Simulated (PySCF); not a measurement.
C₄H₈O, SMILES CCC(C)=O (connectivity only; charge and spin as stated), charge +1, multiplicity 2. Atoms are numbered in the order given.

```xyz
13

C      2.0374    -0.0241    -0.2395
C      0.8078    -0.1080     0.6337
C     -0.5767    -0.0213    -0.0985
C     -1.8076     0.3054     0.7351
O     -0.6378    -0.2148    -1.2764
H      2.9148    -0.1004     0.4250
H      2.1078     0.9397    -0.7646
H      2.0893    -0.8432    -0.9699
H      0.6946    -1.0874     1.1419
H      0.7419     0.6808     1.4023
H     -1.7845     1.4006     0.8794
H     -1.7068    -0.1932     1.7099
H     -2.7198     0.0090     0.2030
```
Charge +1, spin multiplicity 2.

Coordinates come from a B3LYP-D3(BJ)/def2-SVP optimisation. The spin state was assumed, not searched. Other conformers were not sampled.

Level of theory: PBE/def2-TZVP (PySCF).

ESP charges are fitted to the potential on shells at 1.4 to 2.0 van der Waals radii. Atomic charges (e):

```
atom  Löwdin  Mulliken  ESP fit  Mulliken spin
----  ------  --------  -------  -------------
C1     -0.26     -0.34    -0.41           0.03
C2     -0.18     -0.18    -0.01           0.17
C3     -0.22       [?]     0.48           0.01
C4     -0.17       [?]    -0.49           0.14
O5      0.45       [?]    -0.06           0.60
H6      0.17       [?]     0.20           0.03
H7      0.15       [?]     0.17           0.01
H8      0.15       [?]     0.17           0.00
H9      0.20      0.20     0.14           0.01
H10     0.19      0.19     0.12           0.01
H11     0.19      0.21     0.24           0.00
H12     0.17      0.20     0.20           0.00
H13     0.17      0.21     0.25           0.00
```

Q: What belongs in the gaps? (The exact figures need the calculation; the answer reports its results.)

A: 
- C3, Mulliken: 0.22
- C4, Mulliken: -0.31
- O5, Mulliken: 0.07
- H6, Mulliken: 0.19
- H7, Mulliken: 0.17
- H8, Mulliken: 0.17

Q: Give the Mayer and Wiberg (Löwdin basis) orders of the bonds. (The exact figures need the calculation; the answer reports its results.)

A: 
```
bond    Mayer  Wiberg
------  -----  ------
C1–C2    1.07    1.34
C2–C3    0.85    1.07
C3–C4    0.95    1.22
C3–O5    1.97    2.60
C1–H6    0.90    0.84
C1–H7    0.94    0.88
C1–H8    0.94    0.89
C2–H9    0.86    0.78
C2–H10   0.91    0.80
C4–H11   0.89    0.84
C4–H12   0.92    0.86
C4–H13   0.93    0.88
```
